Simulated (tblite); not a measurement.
A tight-binding relaxation on `C[C@@H]1C[Se][C@](F)([SiH2]F)C1`.

Computed with GFN2-xTB geometry optimisation, gas phase (tblite 0.8.0). Start geometry: from a force field or distance geometry. The input is one job of a driver script: a line of settings, then coordinates in Å.

Command:
```bash
OMP_NUM_THREADS=1 python probes_run.py task.json out
```

Input:
```
{"job": {"kind": "relax", "xc": "GFN2-xTB", "basis": "xTB"}, "charge": 0, "multiplicity": 1}
C     -2.398800     0.553700    -0.194900
C     -1.139400    -0.260900    -0.426100
C     -0.991700    -1.392600     0.612700
Se     0.865500    -1.926400     0.651100
C      1.326800    -0.336500    -0.339900
F      1.603500    -0.698400    -1.655500
Si     2.849000     0.472500     0.394200
F      3.245900     1.860500    -0.474300
C      0.125600     0.596100    -0.318400
H     -2.490200     1.348800    -0.963200
H     -3.303300    -0.101200    -0.274800
H     -2.404100     1.031100     0.811000
H     -1.185400    -0.713900    -1.423900
H     -1.639300    -2.252300     0.330000
H     -1.284000    -1.025600     1.626900
H      3.971600    -0.473700     0.362000
H      2.576200     0.837400     1.799400
H      0.165100     1.315100    -1.164800
H      0.097200     1.175500     0.641200
```

Output:
```
step      E/eV     max force
  0    -822.72836    1.995
  1    -822.90430    1.024
  2    -822.97046    0.627
  3    -822.98084    0.338
  4    -822.99266    0.331
  5    -823.00001    0.278
  6    -823.01039    0.310
  7    -823.01507    0.198
  8    -823.01756    0.098
  9    -823.01885    0.092
... (74 lines left out)
 84    -823.04507    0.013
 85    -823.04511    0.014
 86    -823.04517    0.013
 87    -823.04522    0.016
 88    -823.04527    0.012
 89    -823.04529    0.012
 90    -823.04531    0.014
 91    -823.04534    0.010
 92    -823.04537    0.011
 93    -823.04538    0.008
```

«max force» is the largest atomic force in eV/Å.

Question: From which step on does the largest force stay under 0.1 eV/Å, and how much energy is left to gain from there?

Answer: From step 29 (0.090 eV/Å), 10.7 meV above the end.

Summary of the converged run: energy lowered by 7.3 kcal/mol over 93 steps; largest atomic force 0.008 eV/Å at the end.

Question: Give the final coordinates.

Answer: 0.190 Å rms from the input after alignment:
```
atom  x, y, z in Å
C1    -2.4237    0.5411   -0.3082
C2    -1.1369   -0.2682   -0.4083
C3    -1.0886   -1.3588    0.6544
Se4    0.7983   -1.9365    0.7869
C5     1.3294   -0.3141   -0.2530
F6     1.5208   -0.7403   -1.5645
Si7    2.9740    0.4507    0.3792
F8     3.0567    1.8995   -0.3192
C9     0.1120    0.5923   -0.2142
H10   -2.4502    1.3058   -1.0807
H11   -3.2887   -0.1057   -0.4348
H12   -2.4945    1.0275    0.6628
H13   -1.0783   -0.7318   -1.3989
H14   -1.7034   -2.2229    0.4037
H15   -1.3863   -0.9757    1.6333
H16    4.1037   -0.3163   -0.1069
H17    2.8707    0.7204    1.8030
H18    0.2038    1.3470   -0.9971
H19    0.0712    1.0952    0.7551
```

The run took 0.67 s on Arm Neoverse V2, one thread, no GPU, shared host.
Labels such as C1 count atoms from 1, the log's own numbers from 0.
